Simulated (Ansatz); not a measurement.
Gas-phase electronic energies from Ansatz, PBE0-D4/def2-TZVP geometries. CCSD(T)/CBS adds triple-zeta CCSD(T) − MP2 to the extrapolated MP2 energy (def2 sets, frozen cores). This one scheme is used for every species. For Se outer-core shells are correlated without core-valence functions, which leaves a few kJ/mol of doubt a bond. Scalar relativity is left out up to krypton. One conformer a species, not always the lowest.

Consider the ligand exchange at the Si–S bond: `SC[SiH2]SS` + H₂Se → `SC[SiH2][SeH]` + `SS`.

```
        species  CCSD/CBS(def2) energy (Eh)
   `SC[SiH2]SS`                 -1524.05019
           H₂Se                 -2401.88824
`SC[SiH2][SeH]`                 -3129.21293
           `SS`                  -796.72788
```

Question: Work out ΔE.

Answer: ΔE = (-3129.21293) + (-796.72788) − (-1524.05019) − (-2401.88824) = -0.00238 Eh = -6.2 kJ/mol. CCSD(T)/CBS gives -4.8 kJ/mol.

Largest T1 diagnostic among the species: 0.011.

In def2-TZVPP, CCSD(T) changes the Hartree–Fock value by +3.8 kJ/mol (the triples alone add +1.5 kJ/mol) and MP2 by +3.6 kJ/mol.
